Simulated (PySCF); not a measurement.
Cost of one run: core-ionisation job, `FB(F)C1=CC/1=C\Cl`.

Method: delta-SCF UKS SCAN, pcX-2 on the ionised atom, pcseg-1 elsewhere, spin-free X2C (PySCF 2.14.0). Geometry: PBE0-D3(BJ)/def2-SVP. Work: ΔSCF core ionisation, 8 holes, density fitting. The command runs a driver script over a list of jobs; the input below is this job's line of settings and its coordinates in Å.

Command:
```bash
OMP_NUM_THREADS=1 python probes_run.py task.json out
```

Input:
```
{"job": {"kind": "xps"}, "charge": 0, "multiplicity": 1}
F     -2.048568    -1.846376    -0.675101
B     -1.981173    -0.539192    -0.554067
F     -3.075063     0.160445    -0.765632
C     -0.662676     0.167800    -0.177452
C     -0.010297     1.311933     0.011860
C      0.741352     0.122190     0.202803
C      1.863122    -0.520606     0.504036
Cl     3.320384     0.328951     0.913124
H     -0.043447     2.400496     0.008045
H      1.946683    -1.607126     0.511219
```

Hardware: an Intel Xeon Platinum 8259CL at 2.50 GHz with one thread, no GPU, shared host with 96 logical CPUs at a one-minute load of 17. PySCF's memory limit was set to 1760 MB.

Q: How large is the largest of the mixed bases?

A: 168 functions.

Q: What wall time should be expected on this hardware?

A: About 59 s. The run took 178 SCF cycles in all, 7.4 s a hole on average.

Q: Estimate the peak memory.

A: About 0.63 GiB. Peak memory is the resident size of the whole Python process, interpreter and libraries included.

Q: At this speed, how long would 1000 such jobs take on 64 cores, one job a core?

A: 1000/64 gives 16 rounds of 59 s, about 16 min of wall time and 16 core-hours, if the jobs don't slow each other.

Other jobs ran on the host; a repeat could differ by tens of per cent or more.
